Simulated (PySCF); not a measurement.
C₃H₁₄Si₃, SMILES C(C[SiH2]C)[SiH2][SiH3]. Atoms are numbered in the order given.

```xyz
20

C     -3.3840    -1.7561    -0.6391
Si    -2.5972    -0.2318     0.1444
C     -0.7686    -0.0781    -0.3262
C     -0.0659     1.1475     0.2902
Si     1.7590     1.3174    -0.2076
Si     2.9613    -0.6108     0.4044
H     -4.4473    -1.8409    -0.3635
H     -3.3217    -1.7093    -1.7385
H     -2.8739    -2.6753    -0.3083
H     -3.3171     1.0026    -0.2992
H     -2.7066    -0.3071     1.6348
H     -0.2602    -1.0108    -0.0212
H     -0.6975    -0.0502    -1.4287
H     -0.1159     1.1075     1.3927
H     -0.5851     2.0783     0.0003
H      1.8639     1.5028    -1.6886
H      2.3749     2.5109     0.4513
H      2.7721    -0.8909     1.8609
H      4.4219    -0.4441     0.1410
H      2.4810    -1.8017    -0.3600
```

Coordinates come from a B3LYP-D3(BJ)/def2-SVP optimisation. This is a generated structure with no PubChem entry under its InChIKey; it may be hypothetical. Other conformers were not sampled.

All values below come from PySCF with PBE0/pcSseg-1.

GIAO shieldings, no solvent; atoms listed in one row are averaged. δ = σ(ref) − σ: ¹³C against TMS (σ = 186.3 ppm); ²⁹Si against TMS (σ = 352.7 ppm); ¹H against TMS (σ = 31.56 ppm), references at their B3LYP-D3(BJ)/def2-TZVP geometries, non-relativistic.

### Question
Estimate the chemical shifts. (Estimate from the structure and the level; the computed values follow.)

### Answer

```json
[
 {"nucleus": "¹³C", "atoms": "C3", "count": "1", "δ (ppm)": "12.2"},
 {"nucleus": "¹³C", "atoms": "C4", "count": "1", "δ (ppm)": "7.5"},
 {"nucleus": "¹³C", "atoms": "C1", "count": "1", "δ (ppm)": "-4.1"},
 {"nucleus": "²⁹Si", "atoms": "Si2", "count": "1", "δ (ppm)": "-29.2"},
 {"nucleus": "²⁹Si", "atoms": "Si5", "count": "1", "δ (ppm)": "-62.2"},
 {"nucleus": "²⁹Si", "atoms": "Si6", "count": "1", "δ (ppm)": "-109.7"},
 {"nucleus": "¹H", "atoms": "H17", "count": "1", "δ (ppm)": "4.37"},
 {"nucleus": "¹H", "atoms": "H10, H11", "count": "2", "δ (ppm)": "4.29"},
 {"nucleus": "¹H", "atoms": "H16", "count": "1", "δ (ppm)": "4.16"},
 {"nucleus": "¹H", "atoms": "H18, H19, H20", "count": "3", "δ (ppm)": "3.77"},
 {"nucleus": "¹H", "atoms": "H15", "count": "1", "δ (ppm)": "1.25"},
 {"nucleus": "¹H", "atoms": "H14", "count": "1", "δ (ppm)": "0.87"},
 {"nucleus": "¹H", "atoms": "H12, H13", "count": "2", "δ (ppm)": "0.78"},
 {"nucleus": "¹H", "atoms": "H7, H8, H9", "count": "3", "δ (ppm)": "0.51"}
]
```
